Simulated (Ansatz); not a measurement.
A run for Ansatz (a first-principles code): U-PBE/def2-TZVPP on FHOSn (SMILES [OH][Sn][F]), a point of a bond scan (R = 3.441 Å). Elements past Kr take the def2 small-core potentials; no spin–orbit coupling.

Ansatz 0.2 input:
```yaml
crystal:
  periodic: [false, false, false]
  atoms:
    - {symbol: Sn, position_ang: [0.17128322, 0.03284367, 0.32223931]}
    - {symbol: F, position_ang: [-0.53901486, 2.26864234, -2.19571512]}
    - {symbol: O, position_ang: [-0.67402817, -1.51488275, -0.57778587]}
    - {symbol: H, position_ang: [-1.06052282, -1.31710786, -1.44035232]}
basis:
  gaussian:
    orbitals: def2-TZVPP
hamiltonian:
  xc: {name: PBE}
magnetization: {spin_polarized: true, initial_magnetization: 0}
```

### Question
What total energy does the run end on?

### Answer
-389.8420 hartree.

### Question
How many basis functions does it have, and what does it roughly cost on one machine?

### Answer
126 functions; around 26 core-seconds (rough).
